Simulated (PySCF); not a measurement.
Excitations are Tamm–Dancoff values on a coarser integration grid. The basis has no diffuse functions, so Rydberg states are missing or too high.

Cartesian coordinates (Å):
```xyz
9

C     -1.9500     0.1026     0.1537
N     -0.7861     0.0558     0.6710
C      0.3237    -0.0263    -0.1505
Si     1.9147    -0.0905     0.5128
H     -2.8180     0.1665     0.8023
H     -2.1202     0.0813    -0.9291
H      0.1744    -0.0497    -1.2352
H      2.1736    -0.0617     1.9595
H      3.0878    -0.1780    -0.3721
```
Charge 0, multiplicity 1.

Task: Estimate the S1–T1 gap (TDA), total energy and brightest of the four lowest singlets (TDA) that PBE-D3(BJ)/def2-TZVP // B3LYP-D3(BJ)/def2-TZVP in PySCF returns for this input.

Result: 
The S1–T1 gap (TDA) is 1.19 eV. The total energy is -11513.72 eV and the brightest of the four lowest singlets (TDA) is 4.67 eV.
